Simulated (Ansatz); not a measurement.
Li4S. The state is a triplet with charge 0. Geometry B3LYP-D4/def2-TZVP; atoms count from 1.

```xyz
5

Li   -0.738    0.212   -2.094
Li    2.017    0.522    0.802
Li   -1.938    1.097    0.200
Li    0.661   -1.833    1.089
S    -0.002    0.002    0.004
```

The structure comes from a short search, and lower isomers may exist.

(1) Estimate the Mulliken populations from the PBE0/def2-TZVP orbitals of Ansatz.

(2) Where does the spin sit?

(3) And the Mayer bond orders between heavy atoms (over 0.3)?

Answers

(1) 
```csv
atom,charge (e),spin (α − β)
Li1,0.34,0.51
Li2,0.34,0.51
Li3,0.34,0.51
Li4,0.34,0.51
S5,-1.35,-0.04
```
Mulliken values depend strongly on the basis.

(2) Summed by element: Li 2.04, S -0.04, of 2 unpaired in all. Largest on single atoms: Li2 0.51, Li3 0.51, Li4 0.51.

(3) Li1–Li3 0.52 (2.74 Å); Li2–Li4 0.52 (2.73 Å).
